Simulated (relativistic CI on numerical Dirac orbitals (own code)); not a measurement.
## Radial parameters of Br XI

Method of calculation: Dirac-Coulomb-Breit CI, orbitals from a KLI potential per configuration, model QED (radiative potential, 1s self-energy scaled to tabulated hydrogen-like ionisation energies), unscaled Slater integrals (own radial code, finite nucleus).

Slater integrals F^k, G^k are unscaled and averaged over j, outside the closed core [Ne]; ζ comes from projecting the Hamiltonian with its Breit term on Σ l·s of the shell.

- 3s²3p⁶3d⁷: F^2(3d,3d) = 188030, F^4(3d,3d) = 119530, ζ(3d) = 3806.7 cm⁻¹; <r>(3d) = 0.5235, <r^2>(3d) = 0.3275 (bohr units).
- 3s²3p⁵3d⁸: ζ(3p) = 39732, F^2(3d,3d) = 187510, F^4(3d,3d) = 119180, F^2(3p,3d) = 180910, G^1(3p,3d) = 213690, G^3(3p,3d) = 135210, ζ(3d) = 3726.6 cm⁻¹; <r>(3p) = 0.5368, <r^2>(3p) = 0.3345, <r>(3d) = 0.5248, <r^2>(3d) = 0.3292 (bohr units).
- 3s²3p⁴3d⁹: F^2(3p,3p) = 185720, ζ(3p) = 39791, F^2(3p,3d) = 180610, G^1(3p,3d) = 213510, G^3(3p,3d) = 135020, ζ(3d) = 3648.4 cm⁻¹; <r>(3p) = 0.5374, <r^2>(3p) = 0.3352, <r>(3d) = 0.526, <r^2>(3d) = 0.3309 (bohr units).

Problem. Give the Racah parameters of the d shell in 3s²3p⁶3d⁷.

Solution. B = F²/49 − 5F⁴/441 = 2482 cm⁻¹ and C = 35F⁴/441 = 9486 cm⁻¹.

Averages of the first 10 configurations, taken without configuration mixing, which lowers the lowest level and can move excited configurations by several eV; other configurations of the list can lie among them:

```csv
Configuration,Parity,States,Average energy above the lowest level (eV)
3s²3p⁶3d⁷,even,120,7.0
3s²3p⁵3d⁸,odd,270,123.3
3s²3p⁴3d⁹,even,150,242.1
3s3p⁶3d⁸,even,90,196.4
3s²3p⁶3d⁶4s,even,420,121.7
3s²3p⁶3d⁶4p,odd,1260,142.7
3p⁶3d⁹,even,10,389.1
3s²3p⁶3d⁶4d,even,2100,175.1
3s²3p⁶3d⁵4s²,even,252,249.1
3s²3p⁶3d⁵4s4p,odd,3024,268.2
```
